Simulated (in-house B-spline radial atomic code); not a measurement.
## The palladium ion Pd²⁺: [Kr] 4d8

Method: Dirac-Hartree-Fock, average of configuration, Fermi nucleus of rms radius 4.5318 fm. Calculated with a B-spline radial code for spherical atoms.

Screening seen three ways: the hydrogenic charge with the same mean radius, Z_r = [3n² - l(l+1)]/(2<r>), the one with the same energy, Z_e = n√(-2ε), and Slater's rules. Values are occupation-weighted means over j. An effective charge above Z reflects the relativistic contraction of the inner shells.

| shell | electrons | ε (eV) | <r> (bohr) | Z_r | Z_e | Slater |
| --- | --- | --- | --- | --- | --- | --- |
| 1s | 2 | -24519 | 0.03184 | 47.10 | 42.45 | 45.70 |
| 2s | 2 | -3685.1 | 0.1377 | 43.56 | 32.91 | 41.85 |
| 2p | 6 | -3302.1 | 0.1205 | 41.49 | 31.16 | 41.85 |
| 3s | 2 | -721.61 | 0.3769 | 35.82 | 21.85 | 34.75 |
| 3p | 6 | -592.08 | 0.3766 | 33.19 | 19.79 | 34.75 |
| 3d | 10 | -385.53 | 0.3567 | 29.44 | 15.97 | 24.85 |
| 4s | 2 | -130.56 | 0.9499 | 25.27 | 12.39 | 18.25 |
| 4p | 6 | -90.872 | 1.039 | 22.13 | 10.34 | 18.25 |
| 4d | 8 | -34.151 | 1.361 | 15.43 | 6.34 | 7.55 |

The least bound orbital is 4d5/2 at -33.93 eV, and it is also the most diffuse (<r> = 1.368 bohr).

Spin-orbit splittings of the orbital energies (j = l + 1/2 above j = l - 1/2 when positive): 2p 160.2 eV, 3p 28.86 eV, 3d 5.677 eV, 4p 4.739 eV, 4d 0.563 eV.

For the 1s electron the small component carries 2.84 % of the norm, the zero-frequency Breit interaction raises the level by 51.8 eV, self-energy by 28.84 eV, and vacuum polarisation lowers it by 3.56 eV.

The density falls to 0.001 bohr⁻³ at 3.313 bohr; Σ<r²> = 30.06 bohr² gives, by the non-relativistic formula and without the paramagnetism of open shells, a Langevin diamagnetic susceptibility of -23.81×10⁻⁶ cm³/mol.
